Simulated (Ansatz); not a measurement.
The same ligand exchange along the group F, Cl, Br.

Isolated molecules relaxed with PBE0-D4/def2-TZVP in Ansatz; ΔE leaves out vibrations. CCSD(T)/CBS adds triple-zeta CCSD(T) − MP2 to the extrapolated MP2 energy (def2 sets, frozen cores). This one scheme is used for every species. DFT in def2-TZVPP. B3LYP here is the variant with VWN-RPA as its local correlation; programs differ in this. For Br, Ge outer-core shells are correlated without core-valence functions, which leaves a few kJ/mol of doubt a bond. Scalar relativity is left out up to krypton.

| reaction | PBE0-D4 (eV) | B3LYP-D4 (eV) | CCSD(T)/def2-SVP (eV) |
| --- | --- | --- | --- |
| `[F][GeH]` + CH₃SH → `C[S][GeH]` + H–F | -0.30 | -0.17 | -0.10 |
| `[Cl][GeH]` + CH₃SH → `C[S][GeH]` + HCl | -0.05 | 0.00 | -0.04 |
| `[GeH][Br]` + CH₃SH → `C[S][GeH]` + HBr | 0.09 | 0.12 | 0.06 |

(1) Give the CCSD(T)/CBS values in the same order. (Estimate.)

Largest T1 diagnostic: 0.015, for `C[S][GeH]`.

Results:

(1) The calculation gave: -0.28, -0.05, 0.07 eV.
